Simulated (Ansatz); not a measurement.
`[Li][O]C(C)(C)C`, relaxed with RKS PBE0-D4/def2-TZVP in the Gaussian-basis code of Ansatz from a PBE-D4/def2-SVP geometry. The force threshold is 0.005 eV/Å; the program also tests the step.

Charge 0, multiplicity 1.

Start:

```xyz
15

Li    1.764    2.077   -1.619
O     0.882    1.038   -0.806
C     0.111    0.130   -0.101
C     0.363   -1.298   -0.638
C    -1.388    0.478   -0.266
C     0.483    0.183    1.400
H     1.438   -1.554   -0.531
H    -0.234   -2.067   -0.104
H     0.108   -1.343   -1.717
H    -1.577    1.505    0.109
H    -1.661    0.452   -1.341
H    -2.053   -0.223    0.281
H     0.314    1.207    1.791
H    -0.109   -0.529    2.013
H     1.559   -0.057    1.527
```

```tsv
step	energy (eV)	largest force (eV/Å)	largest move (Å)
1	-6542.3004	0.512	0.000
2	-6542.3493	0.148	0.023
3	-6542.3537	0.018	0.008
4	-6542.3537	0.003	0.003
```

End:

```xyz
15

Li    1.756    2.067   -1.608
O     0.875    1.030   -0.801
C     0.110    0.129   -0.100
C     0.359   -1.286   -0.631
C    -1.374    0.473   -0.263
C     0.478    0.181    1.386
H     1.418   -1.538   -0.524
H    -0.232   -2.038   -0.100
H     0.104   -1.331   -1.693
H    -1.561    1.484    0.108
H    -1.645    0.443   -1.322
H    -2.023   -0.221    0.281
H     0.309    1.189    1.772
H    -0.110   -0.523    1.983
H     1.537   -0.059    1.511
```

It took 17 s on 4 threads of an AMD EPYC 7B13 on a shared host, with 0.65 GiB of host memory at the peak.
